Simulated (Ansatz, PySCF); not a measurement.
Process, species as SMILES: OCO + 2 [H][H] (H2) → C (CH4) + 2 O (H2O)
Geometries: B3LYP-D3(BJ)/def2-TZVP minima from Ansatz (an electronic-structure program), one conformer each, not searched for the lowest.
Geometry of the first species:
```
C
H 1 1.0928
H 1 1.0928 2 109.93
O 1 1.4063 2 105.14 3 120.65
H 4 0.9650 1 108.19 2 -176.05
O 1 1.4063 2 111.93 3 -116.46
H 6 0.9650 1 108.19 2 -56.73
```

Quantity: energy of full hydrogenation (enthalpy at 298 K, with B3LYP-D3(BJ) rigid-rotor harmonic-oscillator terms from PySCF), in kcal/mol. Correlated levels leave the core frozen unless marked. Spin-orbit coupling is left out. No relativistic terms. CBS marks a two-point X^-3 extrapolation of the correlation energy; Hartree-Fock from the larger set. [CCSD(T)-MP2]/basis is that difference in the basis named.

```json
[
 {"level": "HF/cc-pVTZ", "program": "Ansatz", "energy of full hydrogenation (kcal/mol)": "-39.7"}
]
```

### Question
Predict the RI-MP2/CBS(aug-cc-pVTZ,aug-cc-pVQZ)+[CCSD(T)-MP2]/aug-cc-pVTZ result (Ansatz).

### Answer
-39.4 kcal/mol, so HF/cc-pVTZ differs from it by -0.3 kcal/mol.
